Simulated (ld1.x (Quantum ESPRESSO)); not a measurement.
# Before and after: TM potential for Cl

ld1.x (Quantum ESPRESSO) 7.5 input, shortened:

```
&input
   title='Cl', zed=17., rel=1, dft='PBE', iswitch=3,
   config='[Ne] 3s1.5 3p5.5'
 /
 &inputp
   pseudotype=2, tm=.true., lloc=1,
   nlcc=.false.
 /
2
3S  1  0   1.50   0.00  1.10  1.10  0.0
3P  2  1   5.50   0.00  1.10  1.10  0.0
 &test
   configts(1)='3s1.5 3p5.5'
 /
```

All-electron outer shells of the reference configuration (PBE, scalar-relativistic, ld1.x):

```
shell  level (eV)  outermost node (bohr)  outermost maximum (bohr)
   2s     -253.39                   0.12                      0.36
   2p     -192.31                      –                      0.30
   3s      -21.02                   0.55                      1.27
   3p       -8.87                   0.53                      1.43
```

Change: type ultrasoft; waves now 3s (bound): rcut 0.95, rcutus 1.10 bohr; 3s channel at 1.35 Ry: rcut 0.95, rcutus 1.10 bohr; 3p (bound): rcut 0.95, rcutus 1.10 bohr; 3p channel at 0.75 Ry: rcut 0.95, rcutus 1.10 bohr; local potential all-electron potential smoothed inside 0.95 bohr (lloc = -1); augmentation PSQ, inside the norm-conserving radii.

Cutoffs: the cutoffs (Ry, on a coarse ladder) from which the occupation-weighted sum of valence levels, in a spherical-Bessel basis at the reference potential, stays within 10 and 1 mRy of its value at 400 Ry; they do not see the model core or the augmentation charge, which bear on the density cutoff. Errors are all-electron minus pseudo energies relative to the spin-unpolarised reference configuration.

Task: Predict the effect on cutoff, ghosts and configuration errors.

Result: The potential gets softer (90 Ry and 180 Ry → 40 Ry and 70 Ry); a bound ghost appears in s, which as a rule spoils a file; of the 7 tests that both files solve, the error grows in 2 and shrinks in 4 by more than 15 % and 0.3 meV (median size 2.4 → 1.9 meV); the range in which the p phases agree narrows (upper end 3.8 → 1.3). Several settings change at once here, so the effects cannot be laid on one of them.

| quantity | base | changed |
| --- | --- | --- |
| cutoff, loose | 90 Ry | 40 Ry |
| cutoff, tight | 180 Ry | 70 Ry |
| loose cutoff by channel (10 mRy a level) | s 50 Ry, p 70 Ry | s 18 Ry, p 15 Ry |
| bound ghosts | none | s |
| error for 3s2 3p5, meV [ΔE -6.06 eV] | +0.7 | +0.9 |
| error for 3s2 3p4, meV [ΔE 7.81 eV] | +2.4 | +1.9 |
| error for 3s2 3p3, meV [ΔE 33.26 eV] | +20 | +3.1 |
| error for 3s2 3p4.5, meV [ΔE -0.48 eV] | +0.4 | +1.3 |
| error for 3s2 3p1, meV [ΔE 123.81 eV] | +181 | +9.3 |
| error for 3s1 3p5, meV [ΔE 20.52 eV] | +4.7 | -2.8 |
| error for 3s1 3p6, meV [ΔE 6.09 eV] | 0.0 | -0.9 |
| s: phases at 1.20 bohr within 0.05 rad from the reference energy up to (Ry; the scan ends near 5) | 4.1 | to the end of the scan |
| p: phases at 1.20 bohr within 0.05 rad from the reference energy up to (Ry; the scan ends near 5) | 3.8 | 1.3 |

 A true bound ghost makes a file unfit for plane-wave use even where its test errors are small: the radial tests pick states by their node count and pass the ghost by.
